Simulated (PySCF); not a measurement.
# Exercise with solution: dipole moment from atomic charges

thionyl fluoride (F2OS), SMILES FS(F)=O. Atoms are numbered in the order given.

```xyz
4

O      1.3714     0.3514     0.0000
S      0.1653    -0.4056     0.0000
F     -0.7564     0.2044     1.1656
F     -0.7564     0.2044    -1.1656
```

Geometry: B3LYP-D3(BJ)/def2-TZVP.

Charges (e) from PBE/def2-TZVPD (PySCF):

```tsv
atom	IAO	ESP fit
O1	-0.740	-0.232
S2	1.643	0.430
F3	-0.452	-0.099
F4	-0.452	-0.099
```

The dipole moment of the full density is 1.48 D.

Question: What dipole moment does each set of point charges give, and which comes closer to that of the density?

Answer: 
μ = Σ q r, and 1 e Å = 4.8032 D.
IAO: Σ q r = (-0.059, -1.111, 0.000) e Å, |μ| = 5.35 D.
ESP fit: Σ q r = (-0.097, -0.296, 0.000) e Å, |μ| = 1.50 D.
ESP fit comes closer in size. Point charges leave out the atoms' own dipoles (lone pairs, polarised bonds); fits to the potential absorb them, partitions of the density don't.
